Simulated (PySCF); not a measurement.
**The second ionisation energy along the 4d series**

Calculated with PySCF 2.14 from differences of total energies of unrestricted determinants, without spin-orbit coupling. Values in eV. The last column holds reference values (NIST; (s) semi-empirical, (t) theoretical, else measured). Unmarked ones compare directly (S terms, centres of terms, or small fine structure); those marked * lie between the lowest fine-structure levels and include a spin-orbit shift.

```
                                                          element             configurations     UHF  SCS-MP2 (valence)  CCSD (valence)  r2SCAN  MP2 (valence and next inner shell)  SCS-MP2 (valence and next inner shell)           reference
Zr (def2-TZVPPD with the def2 core potential (28 electrons), ECP)    [Kr] 4d2 5s1 → [Kr] 4d2  12.300             12.374          12.593  13.328                              13.020                                  12.804             13.13 *
Nb (def2-TZVPPD with the def2 core potential (28 electrons), ECP)        [Kr] 4d4 → [Kr] 4d3  13.061             13.238          13.670     n/a                              14.045                                  13.685         14.32 (s) *
Mo (def2-TZVPPD with the def2 core potential (28 electrons), ECP)        [Kr] 4d5 → [Kr] 4d4  15.108             15.324          15.799  16.301                              16.097                                  15.698  16.16 ± 0.12 (s) *
Tc (def2-TZVPPD with the def2 core potential (28 electrons), ECP)    [Kr] 4d5 5s1 → [Kr] 4d5  14.288             14.472          14.860  15.642                              15.235                                  14.864           15.26 (s)
Ru (def2-TZVPPD with the def2 core potential (28 electrons), ECP)        [Kr] 4d7 → [Kr] 4d6  14.972             16.486          16.262  16.618                              16.346                                  16.333  16.76 ± 0.06 (s) *
Rh (def2-TZVPPD with the def2 core potential (28 electrons), ECP)        [Kr] 4d8 → [Kr] 4d7  16.166             17.827          17.637  18.107                              17.898                                  17.764         18.08 (s) *
Pd (def2-TZVPPD with the def2 core potential (28 electrons), ECP)        [Kr] 4d9 → [Kr] 4d8  17.425             19.207          19.052  19.250                              19.443                                  19.198  19.43 ± 0.12 (s) *
Ag (def2-TZVPPD with the def2 core potential (28 electrons), ECP)       [Kr] 4d10 → [Kr] 4d9  19.735             21.513          21.356  21.558                              21.704                                  21.435            21.484 *
Cd (def2-TZVPPD with the def2 core potential (28 electrons), ECP)  [Kr] 4d10 5s1 → [Kr] 4d10  15.586             16.522          16.533  17.252                              16.843                                  16.624              16.908
```

"Valence" correlates the outer s and p shells and, in groups 3 to 12 and the f block, the outer d or f shell, open or full, or the next shell where the ion has no valence electron left; the wider scheme adds the next inner shell.
